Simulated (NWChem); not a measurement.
# C5H3NS; SMILES C#Cc1cncs1

Computed with NWChem. The geometry was optimised at PBE0/def2-SVP. Total energies of different functionals are on different scales.

```tsv
level	energy (Ha)	highest occupied level (eV)	orbital gap (eV)	dipole (D)
PBE/def2-TZVP	-644.8359	-6.03	3.63	1.21
B3LYP/def2-TZVP	-645.3219	-6.79	5.03	1.28
Hartree-Fock/def2-TZVP	-643.0807	-8.92	10.87	1.15
PBE0/def2-TZVP	-644.8713	-7.00	5.42	1.24
TPSSh/def2-TZVP	-645.3373	…	…	1.19
```

**Question.** Complete the blanks.

**Answer.** 
- TPSSh/def2-TZVP, highest occupied level (eV): -6.40
- TPSSh/def2-TZVP, orbital gap (eV): 4.44
